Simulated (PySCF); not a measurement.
sulfur trioxide (O3S), SMILES O=S(=O)=O.

The structure is a stationary point at B3LYP-D3(BJ)/def2-TZVP.

All values below come from TDDFT-PBE/def2-SVPD (PySCF).

Vertical excitations; the highest root listed may be one member of a degenerate set. Isolated molecule, no solvent. State labels are in the subgroup C2v.

| state | symmetry | energy (eV) | λ (nm) | f | main pairs |
|---|---|---|---|---|---|
| S1 | A2 | 4.83 | 257 | 0.000 | HOMO→LUMO 100 % |
| S2 | B1 | 4.93 | 251 | 0.000 | HOMO→LUMO+1 100 % |
| S3 | A2 | 6.52 | 190 | 0.000 | HOMO−1→LUMO+1 (degenerate set) |
| S4 | B2 | 6.52 | 190 | 0.000 | HOMO−2→LUMO+1 (degenerate set) |
| S5 | A2 | 6.93 | 179 | 0.000 | HOMO−3→LUMO (degenerate set) |
| S6 | B2 | 6.93 | 179 | 0.000 | HOMO−4→LUMO (degenerate set) |
| S7 | A1 | 6.96 | 178 | 0.001 | HOMO−4→LUMO+1, HOMO−2→LUMO (degenerate set) |
| S8 | B1 | 6.96 | 178 | 0.001 | HOMO−3→LUMO+1, HOMO−1→LUMO (degenerate set) |
| S9 | B1 | 7.93 | 156 | 0.132 | HOMO−1→LUMO, HOMO−3→LUMO+1 (degenerate set) |
| S10 | A1 | 7.93 | 156 | 0.132 | HOMO−2→LUMO, HOMO−4→LUMO+1 (degenerate set) |
| T1 | A2 | 4.39 | 283 | 0 | HOMO→LUMO 100 % |
| T2 | B1 | 4.54 | 273 | 0 | HOMO→LUMO+1 100 % |
| T3 | A1 | 5.62 | 221 | 0 | HOMO−2→LUMO (degenerate set) |
| T4 | B1 | 5.62 | 221 | 0 | HOMO−1→LUMO (degenerate set) |
Triplets are in the Tamm–Dancoff approximation, which puts them higher than full response would, so one can lie above its singlet here.
